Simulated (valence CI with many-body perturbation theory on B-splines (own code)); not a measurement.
## Which ion has this spectrum?

A relativistic CI+MBPT calculation for an atom or ion with 13 electrons gives these levels (Ry):

```csv
J,Parity,E,g
1/2,odd,0.000,0.65
1/2,even,8.576,2.24
3/2,odd,9.183,1.33
3/2,even,16.237,1.66
5/2,even,17.183,1.36
3/2,even,18.436,0.94
1/2,even,19.034,1.21
3/2,even,21.981,0.84
5/2,even,23.444,1.24
5/2,even,26.446,1.37
3/2,odd,27.062,1.22
3/2,odd,28.091,0.56
1/2,even,28.254,1.87
3/2,even,28.639,1.20
```

The energies are calculated, and their last digits are not significant.

Q: Which is it?
A. Pr46+
B. La44+
C. Sm49+
D. Ce45+

A: A. Pr46+, ground level (3s^2 3p1/2) J=1/2.
